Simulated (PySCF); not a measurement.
**Atomic charges by several schemes**

Species: ClH7P2Si2.
Cartesian coordinates in Å at the GFN2-xTB level; atoms count from 1:
```xyz
12
ClH7P2Si2 angstrom
P     -2.274    0.915   -0.530
Si    -1.148   -1.038   -0.586
P      0.565   -1.317    0.853
Si     1.917    0.397    0.375
Cl     2.655    0.078   -1.470
H     -1.200    1.699   -0.924
H     -2.040    1.172    0.813
H     -2.108   -2.096   -0.258
H     -0.624   -1.221   -1.941
H     -0.033   -0.688    1.930
H      1.278    1.716    0.373
H      3.014    0.381    1.340
```

Density: PBE0/pcSseg-1 (PySCF); schemes: Mulliken, IAO, Hirshfeld and ESP-fitted. The structure is a single GFN2-xTB conformer in the gas phase; no vibrational or solvent corrections.

Question: Tabulate the Mulliken, IAO, Hirshfeld and ESP-fitted charges.

Answer: In e:

| atom | environment | Mulliken | IAO | Hirshfeld | ESP-fitted |
| --- | --- | --- | --- | --- | --- |
| P1 | three-coordinate phosphorus | -0.196 | -0.084 | -0.015 | -0.393 |
| Si2 | SiH2 silicon | +0.246 | +0.384 | +0.226 | +0.472 |
| P3 | three-coordinate phosphorus | -0.350 | -0.215 | -0.071 | -0.427 |
| Si4 | chlorine-bound silicon | +0.515 | +0.630 | +0.285 | +0.389 |
| Cl5 | silicon-bound chlorine | -0.307 | -0.304 | -0.114 | -0.171 |
| H6 | P–H hydrogen | +0.067 | -0.002 | -0.008 | +0.139 |
| H7 | P–H hydrogen | +0.053 | -0.005 | -0.010 | +0.126 |
| H8 | Si–H hydrogen | -0.015 | -0.089 | -0.071 | -0.077 |
| H9 | Si–H hydrogen | -0.002 | -0.084 | -0.069 | -0.069 |
| H10 | P–H hydrogen | +0.076 | +0.002 | -0.007 | +0.152 |
| H11 | Si–H hydrogen | -0.053 | -0.126 | -0.077 | -0.106 |
| H12 | Si–H hydrogen | -0.033 | -0.106 | -0.069 | -0.035 |

Mean size of the charges over all atoms: ESP-fitted 0.213 e, IAO 0.169 e, Mulliken 0.160 e, Hirshfeld 0.085 e. Each set sums to the total charge, 0, to within 0.001 e. The ESP scheme fits charges at the nuclei, held to the total charge, to the electrostatic potential on points at 1.4 to 2.0 times the van der Waals radii. The Hirshfeld scheme divides the density at each point in proportion to the densities of the neutral, spherically averaged free atoms.

Lowest charge. The schemes don't all agree: Mulliken P3 (-0.350); IAO Cl5 (-0.304); Hirshfeld Cl5 (-0.114); ESP-fitted P3 (-0.427).

Highest charge. The schemes don't all agree: Mulliken Si4 (+0.515); IAO Si4 (+0.630); Hirshfeld Si4 (+0.285); ESP-fitted Si2 (+0.472).

Question: How closely do the schemes follow one another over all atoms?

Answer: Correlation coefficient and root-mean-square difference: IAO with Hirshfeld 0.98, 0.132 e; Mulliken with IAO 0.93, 0.091 e; Mulliken with ESP-fitted 0.90, 0.115 e; Mulliken with Hirshfeld 0.85, 0.137 e; IAO with ESP-fitted 0.81, 0.155 e; Hirshfeld with ESP-fitted 0.77, 0.185 e.

Question: Sum the charges by element, for elements with more than one atom.

Answer: 
```csv
element,atoms,Mulliken,IAO,Hirshfeld,ESP-fitted
P,2,-0.546,-0.299,-0.086,-0.820
Si,2,+0.761,+1.013,+0.512,+0.861
H,7,+0.092,-0.410,-0.311,+0.130
```

Question: How many electrons does the ESP-fitted scheme count on Cl5?

Answer: Z − q = 17 − (-0.171) = 17.171.

The run behind these numbers computed NMR shieldings as well. The run took 32 s wall on one thread of an Arm Neoverse N1, on a shared host, and the process peaked at 0.72 GiB of memory.
